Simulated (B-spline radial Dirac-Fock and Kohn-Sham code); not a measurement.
How the binding energies of Se²²⁺ add up

System: selenium as Se²²⁺, 1s2 2s2 2p6 3s2; nuclear rms radius 4.14 fm (A = 80).

Method: multi-electron Dirac-Fock with separately optimised hole states, Breit and Lamb-shift corrections added in first order. Computed with an atomic code on a B-spline grid. Electron correlation is not included. Energies are counted from the vacuum level.

All terms are in eV, carry their sign (relaxation lowers the binding energy) and add up to the binding energy; ⟨r⟩ is the mean radius of the orbital in the initial state.

```
subshell  −ε (Koopmans)  relaxation   Breit    QED  binding energy  ⟨r⟩ (bohr)
      1s        13727.1      -22.12  -18.42  -8.92               ?       0.044
      2s         2631.4       -3.20   -1.58  -1.00          2625.6       0.192
   2p1/2         2456.3       -4.52   -2.63   0.12          2449.3       0.165
   2p3/2         2412.9       -4.31   -1.77   0.02          2406.8       0.169
      3s          985.5       -0.19   -0.35  -0.24           984.8       0.481
```

Question: Which binding energy belongs in the row of 1s?

Answer: 13677.6 eV, the sum of the terms in that row (to rounding).

For the deepest level, K (1s), the Breit terms make up -0.135 % of the binding energy, QED -0.065 % and orbital relaxation -0.162 %.

Spin-orbit splittings: 2p 42.48 eV.

Going to the tabulated ground configuration of the next ion removes an electron from M1 (3s), computed at 984.8 eV. NIST lists 989.6 ± 1.3 eV as the ionisation energy of this species (semi-empirical), +4.83 eV from the computed value.
